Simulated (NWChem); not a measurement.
Molecule: SnBrF3; SMILES [F][Sn]([F])([Br])[F]

This build's default masses of Se (78.918 u) and Br (79.917 u) are each other's, which moves their modes by up to 0.6 %. def2 effective core potentials on Sn; no spin-orbit coupling.

### Question
Give the equilibrium geometry at PBE0/def2-SVP with def2 effective core potentials on Sn (NWChem) as a Z-matrix, with the point group.

### Answer
point group C3v; any orientation.
```
Sn
F 1 1.9099
F 1 1.9099 2 106.67
F 1 1.9099 2 106.67 3 -113.72
Br 1 2.4299 2 112.15 3 123.14
```
